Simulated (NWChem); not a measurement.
All runs are NWChem calculations. System: Br₂, charge 0, spin multiplicity 1, displaced from the optimised geometry.

Job file:

```
start mol
memory heap 100 mb stack 700 mb global 1900 mb
geometry units angstroms nocenter noautoz noautosym
  Br     0.000000     0.000000     1.149171
  Br     0.000000     0.000000    -0.965304
end
basis spherical
  * library def2-svp
end
scf
  rhf
  nopen 0
  maxiter 100
  thresh 1e-7
  semidirect memsize 60000000 filesize 0
end
tce
  freeze core 18
  cr-ccsd(t)
  2eorb
  2emet 13
  thresh 1e-6
  maxiter 100
  tilesize 24
end
task tce energy
```

The output up to the point where the run's verdict is printed (cleaned and shortened):

```
             Northwest Computational Chemistry Package (NWChem) 7.3.0
             --------------------------------------------------------

                                NWChem Input Module
                                -------------------

 Scaling coordinates for geometry "geometry" by  1.889725989
 (inverse scale =  0.529177249)

                             Geometry "geometry" -> ""
                             -------------------------

 Output coordinates in angstroms (scale by  1.889725989 to convert to a.u.)

  No.       Tag          Charge          X              Y              Z
 ---- ---------------- ---------- -------------- -------------- --------------
    1 Br                  35.0000     0.00000000     0.00000000     1.14917100
    2 Br                  35.0000     0.00000000     0.00000000    -0.96530400

 Effective nuclear repulsion energy (a.u.)     306.5735608246

            Nuclear Dipole moment (a.u.)
            ----------------------------
        X                 Y               Z
 ---------------- ---------------- ----------------
     0.0000000000     0.0000000000    12.1610386920


 Summary of "ao basis" -> "" (spherical)
 ------------------------------------------------------------------------------
       Tag                 Description            Shells   Functions and Types
 ---------------- ------------------------------  ------  ---------------------
 *                          def2-svp                  on all atoms

 Summary of "ao basis" -> "ao basis" (spherical)
 ------------------------------------------------------------------------------
       Tag                 Description            Shells   Functions and Types
 ---------------- ------------------------------  ------  ---------------------
 Br                         def2-svp                12       32   5s4p3d

                                 NWChem SCF Module
                                 -----------------

  ao basis        = "ao basis"
  functions       =    64
  atoms           =     2
  closed shells   =    35
  open shells     =     0
  charge          =   0.00
[...]
     1   0 0 1      0.000000      0.000000     12.161039

     2   2 0 0    -27.510665      0.000000      0.000000
     2   1 1 0     -0.000000      0.000000      0.000000
     2   1 0 1      0.000000      0.000000      0.000000
     2   0 2 0    -27.510665      0.000000      0.000000
     2   0 1 1      0.000000      0.000000      0.000000
     2   0 0 2    -24.362238      0.000000    281.522009

                   NWChem Extensible Many-Electron Theory Module
                   ---------------------------------------------


            General Information
            -------------------
      Number of processors :     1
         Wavefunction type : Restricted Hartree-Fock
          No. of electrons :    70
           Alpha electrons :    35
            Beta electrons :    35
           No. of orbitals :   128
            Alpha orbitals :    64
             Beta orbitals :    64
        Alpha frozen cores :    18
         Beta frozen cores :    18
     Alpha frozen virtuals :     0
      Beta frozen virtuals :     0
         Spin multiplicity : singlet
    Number of AO functions :    64
       Number of AO shells :    24
        Use of symmetry is : off
      Symmetry adaption is : off
         Schwarz screening : 0.10D-09

          Correlation Information
          -----------------------
          Calculation type : Coupled-cluster singles & doubles w/ perturbation
   Perturbative correction : Completely renormalized (T)
            Max iterations :      100
        Residual threshold : 0.10D-05
     T(0) DIIS level shift : 0.00D+00
     L(0) DIIS level shift : 0.00D+00
     T(1) DIIS level shift : 0.00D+00
     L(1) DIIS level shift : 0.00D+00
     T(R) DIIS level shift : 0.00D+00
     T(I) DIIS level shift : 0.00D+00
   CC-T/L Amplitude update :  5-th order DIIS
                I/O scheme : Global Array Library
        L-threshold :  0.10D-05
        EOM-threshold :  0.10D-05
 no EOMCCSD initial starts read in
 TCE RESTART OPTIONS
 SLICE:      F
 D4D5:       F
 quantumc:   F
 qrotation:  F
 pwtce:      F
 qducc:      F
 nacto:                         0
 nrotv:                         0
 nrot:                          0

            Memory Information
            ------------------
          Available GA space size is     249032704 doubles
          Available MA space size is     104854188 doubles

 Maximum block size supplied by input
 Maximum block size        24 doubles

 tile_dim =     17

 -------------------------------------------------

 Global array virtual files algorithm will be used

 Parallel file system coherency ......... OK

 4-electron integrals stored in orbital form

 v2    file size   =          1167450
 4-index algorithm nr.  13 is used
 imaxsize =       30
 imaxsize ichop =        0


CCSD iterations
 ---------------------------------------------------------
 Iter          Residuum       Correlation     Cpu    Wall
 ---------------------------------------------------------
    1   0.1574149622143  -0.4580740307210     0.2     0.2
    2   0.0288141576289  -0.4557585535994     0.2     0.2
    3   0.0089443633533  -0.4611902608895     0.2     0.2
    4   0.0032461941502  -0.4617391420519     0.2     0.2
    5   0.0013286741202  -0.4620892960941     0.3     0.3
    6   0.0003917832800  -0.4622187195467     0.2     0.2
    7   0.0001927034750  -0.4622364952320     0.2     0.2
    8   0.0001090355566  -0.4622378081228     0.2     0.2
    9   0.0000626272688  -0.4622381516014     0.3     0.3
   10   0.0000363335445  -0.4622386073138     0.2     0.2
   11   0.0000022689029  -0.4622392746201     0.2     0.2
   12   0.0000007459941  -0.4622392583720     0.2     0.2
 -----------------------------------------------------------------
 Iterations converged
 CCSD correlation energy / hartree =        -0.462239258372011
 CCSD total energy / hartree       =     -5144.633533608163816

 Singles contributions

 Doubles contributions
 CR-CCSD(T)
```

The run crashed. NWChem stopped with the message: ccsd_t 3.
